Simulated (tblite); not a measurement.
Compound: C8H8N2.
Numbering: `[H]/[N:4]=[C:3](/[CH:2]=[CH2:1])[c:5]1[cH:6][cH:7][cH:8][cH:9][n:10]1` (hydrogens: H11, H12 on C1; H13 on C2; H14 on N4; H15 on C6; H16 on C7; H17 on C8; H18 on C9)

Computed with GFN2-xTB (tblite), gas phase: L-BFGS steps from a force-field or distance-geometry start until the largest atomic force falls under 0.01 eV/Å.

Step 1: E = -733.9217 eV
```
atom  x, y, z in Å  |  force x, y, z in eV/Å
C1      3.4568    0.6425    0.1290    0.666  -0.071   0.015
C2      2.1420    0.7191    0.0770   -0.563  -0.116   0.096
C3      1.2529   -0.4556    0.0997   -0.133  -0.337  -0.052
N4      1.7456   -1.6320    0.1487    0.366   0.497   0.010
C5     -0.2049   -0.1588    0.0457   -0.673  -0.125  -0.063
C6     -1.1561   -1.1837    0.0430    0.043   0.173   0.035
C7     -2.4935   -0.8596   -0.0133   -0.655   0.267   0.044
C8     -2.8981    0.4694   -0.0692    0.670  -0.002  -0.020
C9     -1.8865    1.4272   -0.0731   -0.467  -0.098  -0.003
N10    -0.6189    1.1034   -0.0160    0.896   0.636   0.017
H11     3.9890   -0.3035    0.1808   -0.183   0.336  -0.030
H12     4.0136    1.5684    0.1170    0.253  -0.244   0.014
H13     1.6899    1.7085    0.0430   -0.273  -0.443  -0.041
H14     1.1525   -2.4633    0.1647   -0.151   0.554  -0.023
H15    -0.8729   -2.2127    0.0939    0.143  -0.386   0.006
H16    -3.2584   -1.6216    0.0033    0.070  -0.182  -0.030
H17    -3.9252    0.7646   -0.1137   -0.297  -0.048  -0.001
H18    -2.1364    2.4942   -0.1214    0.286  -0.411   0.027
```

Step 2: E = -733.9727 eV
```
atom  x, y, z in Å  |  force x, y, z in eV/Å
C1      3.4649    0.6443    0.1290   -0.322  -0.116  -0.011
C2      2.1379    0.7170    0.0790    0.077  -0.242   0.092
C3      1.2483   -0.4615    0.0986   -0.135   0.160  -0.046
N4      1.7544   -1.6266    0.1490    0.165   0.165   0.014
C5     -0.2187   -0.1540    0.0443   -0.007  -0.277  -0.031
C6     -1.1591   -1.1841    0.0436   -0.227   0.094   0.022
C7     -2.5026   -0.8569   -0.0123   -0.172   0.008   0.049
C8     -2.8935    0.4704   -0.0698    0.248   0.022  -0.018
C9     -1.8839    1.4228   -0.0727   -0.176   0.218  -0.008
N10    -0.6075    1.1153   -0.0159    0.408   0.354   0.005
H11     3.9862   -0.2984    0.1803   -0.040   0.117  -0.017
H12     4.0175    1.5626    0.1173    0.360   0.002   0.009
H13     1.6847    1.7009    0.0422   -0.291  -0.313  -0.034
H14     1.1500   -2.4523    0.1643   -0.044   0.505  -0.022
H15    -0.8704   -2.2199    0.0940    0.069  -0.097  -0.004
H16    -3.2566   -1.6244    0.0028   -0.067  -0.214  -0.025
H17    -3.9284    0.7627   -0.1136   -0.071  -0.044   0.002
H18    -2.1319    2.4884   -0.1210    0.225  -0.343   0.023
```

Step 3: E = -734.0001 eV
```
atom  x, y, z in Å  |  force x, y, z in eV/Å
C1      3.4612    0.6441    0.1287    0.022   0.002   0.008
C2      2.1395    0.7105    0.0823   -0.352  -0.016   0.026
C3      1.2418   -0.4614    0.0970    0.098   0.091  -0.008
N4      1.7640   -1.6212    0.1496   -0.083   0.263   0.001
C5     -0.2278   -0.1544    0.0427    0.292   0.039  -0.021
C6     -1.1673   -1.1838    0.0444   -0.081  -0.076   0.023
C7     -2.5106   -0.8560   -0.0106   -0.003  -0.142   0.035
C8     -2.8882    0.4719   -0.0707   -0.095   0.057  -0.008
C9     -1.8819    1.4239   -0.0725    0.301   0.059   0.012
N10    -0.5938    1.1302   -0.0158   -0.139  -0.227  -0.001
H11     3.9838   -0.2932    0.1797    0.027  -0.036  -0.009
H12     4.0272    1.5585    0.1176    0.219  -0.060   0.007
H13     1.6752    1.6898    0.0410   -0.226  -0.272  -0.019
H14     1.1477   -2.4345    0.1635   -0.037   0.297  -0.019
H15    -0.8673   -2.2263    0.0940   -0.037   0.200  -0.015
H16    -3.2567   -1.6304    0.0019   -0.130  -0.164  -0.018
H17    -3.9309    0.7603   -0.1135    0.135  -0.031   0.002
H18    -2.1247    2.4781   -0.1203    0.089   0.018   0.005
```

Step 4: E = -734.0109 eV
```
atom  x, y, z in Å  |  force x, y, z in eV/Å
C1      3.4613    0.6442    0.1287   -0.260   0.063   0.001
C2      2.1339    0.7081    0.0838    0.108   0.023   0.015
C3      1.2410   -0.4605    0.0962    0.015   0.227  -0.002
N4      1.7664   -1.6148    0.1498   -0.036   0.022   0.009
C5     -0.2271   -0.1535    0.0417    0.145  -0.063  -0.012
C6     -1.1712   -1.1849    0.0451    0.090   0.058   0.016
C7     -2.5140   -0.8577   -0.0094    0.001  -0.070   0.019
C8     -2.8876    0.4733   -0.0712    0.021  -0.004   0.009
C9     -1.8764    1.4248   -0.0722    0.094  -0.089   0.009
N10    -0.5908    1.1322   -0.0157   -0.072  -0.316  -0.001
H11     3.9833   -0.2917    0.1793    0.039  -0.092  -0.006
H12     4.0340    1.5558    0.1179    0.144  -0.074   0.005
H13     1.6682    1.6814    0.0403   -0.259  -0.116  -0.017
H14     1.1461   -2.4233    0.1630   -0.038   0.204  -0.017
H15    -0.8668   -2.2257    0.0938   -0.049   0.185  -0.012
H16    -3.2586   -1.6351    0.0013   -0.118  -0.112  -0.014
H17    -3.9299    0.7590   -0.1134    0.113   0.009  -0.003
H18    -2.1207    2.4747   -0.1200    0.062   0.146   0.000
```

Problem. Estimate the geometry and energy of step 5. (The exact step hangs on the optimiser's Hessian estimate; all steps are aligned on step 4, rigid shifts and turns removed.)

Solution. E = -734.0216 eV, largest force 0.260 eV/Å
```
atom  x, y, z in Å  |  force x, y, z in eV/Å
C1      3.4569    0.6455    0.1288   -0.035   0.005   0.013
C2      2.1306    0.7063    0.0857    0.164   0.144  -0.012
C3      1.2403   -0.4554    0.0955    0.035   0.065   0.016
N4      1.7685   -1.6079    0.1502    0.005   0.013   0.009
C5     -0.2250   -0.1546    0.0405    0.038  -0.135   0.003
C6     -1.1724   -1.1840    0.0461    0.022   0.082   0.001
C7     -2.5183   -0.8600   -0.0079    0.119  -0.049   0.005
C8     -2.8849    0.4744   -0.0714   -0.008  -0.107   0.023
C9     -1.8710    1.4233   -0.0717   -0.020  -0.058   0.003
N10    -0.5876    1.1284   -0.0157   -0.052  -0.174  -0.011
H11     3.9832   -0.2917    0.1788   -0.037  -0.029  -0.008
H12     4.0435    1.5514    0.1182    0.028  -0.104   0.003
H13     1.6560    1.6708    0.0392   -0.255   0.050  -0.012
H14     1.1437   -2.4082    0.1620   -0.094   0.039  -0.015
H15    -0.8670   -2.2221    0.0933   -0.033   0.099  -0.004
H16    -3.2627   -1.6419    0.0004   -0.048  -0.010  -0.007
H17    -3.9272    0.7579   -0.1134    0.099   0.048  -0.007
H18    -2.1153    2.4742   -0.1196    0.071   0.121   0.002
```

The energy changes by -0.0107 eV. The first-order estimate −F·Δx gives -0.0161 eV and the mean of the old and new forces, exact on a quadratic surface, -0.0107 eV. The step makes an angle of 46° with the force vector and moves no atom by more than 0.016 Å.

The cost below is that of the whole relaxation. Time: 0.2 s of wall time. Hardware: Arm Neoverse V1, one thread, shared host with 32 logical CPUs at a one-minute load of 30.
